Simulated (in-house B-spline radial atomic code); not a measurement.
**RPA and G0W0 on LC-wPBE: Ar³⁺**

Configuration [Ne] 3s2 3p3, highest spin, mean-field start LC-wPBE. Computed with a B-spline radial code for spherical atoms: all electrons, non-relativistic, point nucleus, each spin shell either full or empty, empty states to l = 9 with an (l + 1/2)⁻⁴ tail; G0W0 by contour deformation at full frequency.

Command:
```bash
python run_gw.py task.json out
```
Settings (radii: box in bohr, nucleus in fm):
```
Z                        18
electrons                15
configuration            [Ne] 3s2 3p3
hamiltonian              nr
method                   lc_wpbe
lmax                     9
spin_polarised           True
box_radius               14.14
intervals                49
```

Run time, properties included: 2.3 s on 1 thread of Arm Neoverse N1, on a shared host.

Energies (hartree):

```tsv
term	value
mean-field total	-524.31762
Hartree-Fock functional on these orbitals	-523.85682
direct second order	-0.96876
second-order exchange	0.35167
SOSEX correction	0.32425
```

Problem. What is the RPA correlation energy, and what remains with SOSEX?

Solution. RPA gives -0.86723 hartree (-1.57 eV per electron); RPA + SOSEX gives -0.54298, and the second-order doubles -0.61709 hartree (no singles). SOSEX takes back 37 % of the RPA value.

Quasi-particle levels (eV):

```csv
level,occupied,mean field,Σx - vxc,Σc,QP weight,G0W0
3p up,yes,-56.77,-2.33,?,?,?
3s down,yes,-67.35,0.00,-2.35,0.958,-69.70
2p down,yes,-283.13,-23.59,7.24,0.886,-299.48
3p down,no,-42.42,4.37,-2.78,0.956,-40.82
```

G0W0 = mean field + (Σx - vxc) + Σc, with Σc (partial-wave tail included) taken at the quasi-particle energy. Only the outer levels were computed. Levels of low weight are left out.

Problem. Where does G0W0 put 3p up?

Solution. At -59.43 eV, with Σc = -0.33 eV and a quasi-particle weight of 0.956. The tabulated removal energy is 59.58 ± 0.18 eV (NIST, semi-empirical); the calculation leaves out relativity, Breit and QED terms, and what these don't explain is the method's own error.
